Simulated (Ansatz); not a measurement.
Program: Ansatz. Geometries: PBE0-D4/def2-TZVP. ΔE: electronic, gas phase. CBS: MP2 limit from def2 TZ/QZ plus the TZ coupled-cluster correction, frozen cores. This one scheme is used for every species. Elements past krypton have def2 core potentials. For Te outer-core shells are correlated without core-valence functions, which leaves a few kJ/mol of doubt a bond. One conformer a species, not always the lowest.

Reaction (formal exchange of groups at a Te–C bond): `OC(=S)[TeH]` + `BSC` → `CSB[TeH]` + `OC=S`

`OC(=S)[TeH]`:

Cartesian coordinates in Å:
```
O -0.634 0.340 1.409
C -0.488 -0.043 0.139
S -1.732 -0.553 -0.742
Te 1.530 0.097 -0.558
H 0.200 0.620 1.807
H 1.124 -0.460 -2.056
```

`BSC`:

Cartesian coordinates in Å:
```
B -0.929 -1.205 0.446
S -0.886 0.543 0.411
C 0.701 0.981 -0.337
H -0.020 -1.855 0.025
H -1.914 -1.692 0.911
H 1.275 1.578 0.371
H 0.520 1.571 -1.235
H 1.253 0.078 -0.593
```

`CSB[TeH]`:

```xyz
9

C     0.350    0.047    1.681
S     0.814    0.351   -0.044
B    -0.593   -0.194   -0.957
Te   -0.674   -0.099   -3.084
H    -0.535    0.623    1.944
H     0.169   -1.014    1.844
H     1.186    0.368    2.301
H    -1.556   -0.640   -0.414
H     0.838    0.559   -3.269
```

`OC=S`:

Z-matrix (Å, degrees):
```
C
O 1 1.332
S 1 1.605 2 123.8
H 1 1.094 2 113.9 3 180.0
H 2 0.965 1 110.0 3 -180.0
```

```
      species  CCSD(T)/CBS(def2) energy (Eh)
`OC(=S)[TeH]`                     -779.89386
        `BSC`                     -463.64092
   `CSB[TeH]`                     -731.39177
       `OC=S`                     -512.17609
```

Q: Work out ΔE.

A: ΔE = (-731.39177) + (-512.17609) − (-779.89386) − (-463.64092) = -0.03308 Eh = -20.8 kcal/mol.

Largest T1 diagnostic among the species: 0.018.

From BLYP to BHLYP (50 % exact exchange), in def2-TZVPP and without D4, ΔE moves by −3.3 kcal/mol. At CCSD(T), def2-SVP lies −2.6 kcal/mol from the extrapolated value and def2-TZVPP −0.5 kcal/mol. In def2-TZVPP, CCSD(T) changes the Hartree–Fock value by +2.1 kcal/mol (the triples alone add +0.7 kcal/mol) and MP2 by +2.4 kcal/mol.
